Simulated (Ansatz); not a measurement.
System: C2H6BO (charge 0, doublet). It need not be the lowest isomer of its formula. 
Structure (B3LYP-D3(BJ)/def2-TZVP (Ansatz, a quantum-chemistry and plane-wave program) minimum search):
```xyz
10

C      1.9177    -0.3018    -0.5644
B      0.6518     0.1803     0.2116
O     -0.5976    -0.1244    -0.1357
C     -1.7587     0.3149     0.5719
H      2.5742    -0.8746     0.0960
H      1.6617    -0.9218    -1.4306
H      2.5042     0.5550    -0.9064
H     -1.4813     0.9296     1.4292
H     -2.3099    -0.5635     0.9068
H     -2.3811     0.8906    -0.1128
```
Charge 0, spin multiplicity 2.

Total electronic energies in hartree. Valence correlation only, unless marked. Open shells are spin-unrestricted. Spin-orbit coupling is left out. No relativistic terms. CBS marks a two-point X^-3 extrapolation of the correlation energy; Hartree-Fock from the larger set. The bracket is a focal-point correction in the basis named.

| level | program | energy (Eh) |
|---|---|---|
| RI-HF/cc-pVQZ | Ansatz | -178.84181 |
| B3LYP/def2-TZVPD | Ansatz | (withheld) |
| r2SCANh-D4/def2-TZVPD | Ansatz + dftd4 | -179.82639 |
| MP2/cc-pVQZ | Ansatz | -179.55189 |
| SCS-MP2/def2-TZVPP | Ansatz | -179.49736 |
| CCSD/CBS(def2-TZVPP,def2-QZVPP) | Ansatz | -179.6095 |
| CCSD(T)/cc-pwCVTZ | Ansatz | -179.56693 |
| RI-MP2/CBS(cc-pVTZ,cc-pVQZ)+[CCSD(T)-MP2]/cc-pVQZ | Ansatz | -179.6431 |
| CCSD(T)/CBS(cc-pVTZ,cc-pVQZ) | Ansatz | -179.6401 |

Problem. Fill in the missing entries.

Solution. 
- B3LYP/def2-TZVPD, energy (Eh): -179.94998
